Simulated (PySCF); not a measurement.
**A ladder of Hamiltonians for P¹³⁺ (phosphorus, charge +13)**

Occupied: 1s1/2. Hartree-Fock calculated with PySCF 2.14 in an uncontracted even-tempered set (16 s from 0.72 bohr⁻², ratio 2.7; 10 p from 0.86 bohr⁻², ratio 2.7), Gaussian nucleus throughout. NR is non-relativistic, sf-X2C the spin-free one-electron X2C Hamiltonian, X2C adds the bare one-electron spin-orbit term, X2C-SNSO screens it by Boettger's factors, DC is four-component Dirac-Coulomb, and the Gaunt and Breit terms are added at first order (total energies over the DC spinors, levels after relaxing the spinors in that mean field). QED terms are absent. Levels marked empty are virtual spinors of this ion.

```csv
level (eV),NR,sf-X2C,X2C,X2C-SNSO
1s1/2,-2810.7,-2818.3,-2818.3,-2818.3
2s1/2 (empty),-609.60,-611.65,-611.65,-611.65
2p1/2 (empty),-583.98,-584.75,-585.86,-585.79
2p3/2 (empty),-583.98,-584.75,-584.20,-584.24
3s1/2 (empty),-264.47,-265.17,-265.17,-265.17
```

**Question.** Where do the four-component calculations put these levels?

**Answer.** 1s1/2: DC -2818.8, DC+Gaunt -2817.7, DC+Breit -2817.7; 2s1/2 (empty): DC -611.69, DC+Gaunt -611.59, DC+Breit -611.60; 2p1/2 (empty): DC -585.75, DC+Gaunt -585.54, DC+Breit -585.58; 2p3/2 (empty): DC -584.27, DC+Gaunt -584.16, DC+Breit -584.20; 3s1/2 (empty): DC -265.19, DC+Gaunt -265.16, DC+Breit -265.16 (eV).

| Hamiltonian | E (hartree) | E − E(DC) (hartree) | CPU seconds |
| --- | --- | --- | --- |
| NR | -215.7346 | 0.6374 | 0.2 |
| sf-X2C | -216.3510 | 0.0210 | 0.11 |
| X2C | -216.3510 | 0.0210 | 0.11 |
| X2C-SNSO | -216.3510 | 0.0210 | 0.11 |
| DC | -216.3720 | 0.0000 | 1.8 |
| DC+Gaunt | -216.3297 | 0.0423 | 3.2 |
| DC+Breit | -216.3297 | 0.0423 | 28 |

Weight of the small component: 1s1/2 0.00288, 2s1/2 0.000606, 2p1/2 0.000593, 2p3/2 0.000592, 3s1/2 0.000261.

Koopmans' value for the highest occupied level at DC+Breit: 2817.7 eV, against an ionisation energy of 2816.9 eV (theoretical estimate listed by NIST; NIST Atomic Spectra Database, ionization energies); the former lacks relaxation, correlation, QED and recoil.

The whole ladder took 34 s of wall time on 1 thread of Neoverse-N1 (shared host), launched as `OMP_NUM_THREADS=1 python relrun2.py TASK.json OUT` (a driver that calls PySCF for each Hamiltonian).
